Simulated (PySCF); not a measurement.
[CuI4]2- holds Cu(II), d9, at total charge -2. The structure is a PBE0-D3(BJ)/def2-SVP, IEF-PCM water geometry optimised for multiplicity 2; coordination tetrahedral, point group D2d, metal–donor distances 2.63 Å.

The d shell alone is too small an active space for [CuI4]2- (Cu(II) with such soft donors has much ligand-hole, Cu(I)-like character): its levels, fitted parameters, g values and moments show what this model gives and aren't sound predictions.

Method (PySCF 2.14, density fitting): CASSCF(9,5) with orbitals averaged over all microstates of the shell, strongly contracted NEVPT2 on the averaged canonical orbitals; basis x2c-TZVPall on the metal, x2c-SVPall elsewhere; spin-free X2C; IEF-PCM water; spin-orbit coupling by state interaction with the mean-field operator over all roots.

CASSCF energies above the lowest CASSCF root:

| state | CASSCF / cm⁻¹ |
| --- | --- |
| 2B2 (from 2T2) | 0 |
| 2E (from 2T2) | 1982 |
| 2B1 (from 2E) | 2696 |
| 2A1 (from 2E) | 3012 |

Question: How does dynamic correlation (SC-NEVPT2) move these states?

Answer: 
```
         state  NEVPT2 / cm⁻¹  shift / cm⁻¹
2B2 (from 2T2)              0             0
 2E (from 2T2)           3755         +1773
 2B1 (from 2E)           5359         +2663
 2A1 (from 2E)           5784         +2772
```

In the ligand-field fit 10Dq goes from 1532 to 3068 cm⁻¹. The symmetry is lower than cubic, so 10Dq is the difference of the means of the two sets.

No frequencies were computed for the optimised geometry. Ligand-hole states mix strongly into such Cu(II) halides; the d shell alone makes them too ionic, overstates g shifts and moments and can put the wrong state lowest. NEVPT2 lifts 2B1 (from 2E) from 2696 to 5359 cm⁻¹; on the d shell alone such lifts tend to overshoot.
